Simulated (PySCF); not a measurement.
# One molecule, several mistakes: BClGeH3

These are calculations, not measurements. The program is PySCF 2.14.0, an open-source quantum chemistry code, run on an isolated molecule that a program drew, which may never have been made. The molecule is BClGeH3 (charge 0, doublet), drawn as the SMILES string `[BH2][GeH][Cl]`.

Each row is a Hartree-Fock (HF) and frozen-core CCSD(T) single point in the cc-pV(D+d)Z basis, meant for a local HF minimum. Run 1 is clean. Each other run has one planted mistake out of seven kinds, and not every kind appears here: one electron removed, one electron added, multiplicity raised by two, geometry at a saddle point, minimal basis STO-3G, one bond length entered in bohr, all coordinates scaled. The reference is restricted for singlets and unrestricted otherwise, and also for a bond in bohr. Adding or removing an electron swaps singlet and doublet. Electrons count all cores. HOMO and LUMO are orbital energies over both spins, the gradient is its largest component, and the lowest frequency (negative if imaginary) is given only where the gradient is small. Bond lengths are over the 5 bonds as drawn. T1 is the CCSD diagnostic: over 0.02 (restricted) or 0.045 (unrestricted) a single reference is doubtful. Germanium has the cc-pVDZ-PP basis, with a core potential (ECP10MDF) in place of its 10 inner electrons, and its 3s, 3p and 3d shells are frozen in CCSD(T).

Geometry of the clean run:
```xyz
6
BClGeH3, angstrom
B     0.2095    0.5348    0.2719
Ge    1.8981   -0.5551    0.0089
Cl    2.9936   -0.2188   -1.8446
H     0.0347    1.5188   -0.3792
H    -0.5115    0.2315    1.1761
H     2.0195   -2.0496    0.2892
```

```
run  electrons  basis functions  <S^2>  HOMO (eV)  LUMO (eV)  gradient (hartree/bohr)  lowest frequency (cm^-1)  mean bond (Å)  longest bond (Å)      T1  HF (hartree)  CCSD(T) (hartree)                          mistake
  1         57               75  0.772      -8.70       0.10                  1.5e-05                       127         1.6240             2.179  0.0219    -779.30538         -779.65596                         no fault
  2         57               75  0.759      -8.30       0.16                  4.6e-05                      -133         1.6095             2.165  0.0173    -779.30473         -779.65838       geometry at a saddle point
  3         56               75  0.000     -17.47      -7.20                  5.8e-02                         -         1.6240             2.179  0.0210    -779.01353         -779.35595             one electron removed
  4         57               75  3.773      -7.04      -2.94                  7.7e-02                         -         1.6240             2.179  0.0266    -779.14198         -779.48730       multiplicity raised by two
  5         57               75  1.739      -8.17      -0.84                  9.9e-03                         -         2.0117             4.118  0.0253    -779.20547         -779.52826  one bond length entered in bohr
  6         57               75  0.772      -8.79       0.02                  1.7e-02                         -         1.6824             2.258  0.0228    -779.29993         -779.65191                                ?
```

**Which mistake was planted in run 6, and what did it cost?**

The mean and the longest bond both change by the same factor, 1.036, and the gradient is no longer small. So the mistake is: all coordinates scaled. Subtracting run 1 and multiplying by 627.51 kcal/mol a hartree, the energy moved by 3.4 kcal/mol in HF and 2.5 kcal/mol in CCSD(T).

Cautions from the logs. Run 3: T1 is over the limit, so its CCSD(T) energy is less reliable.
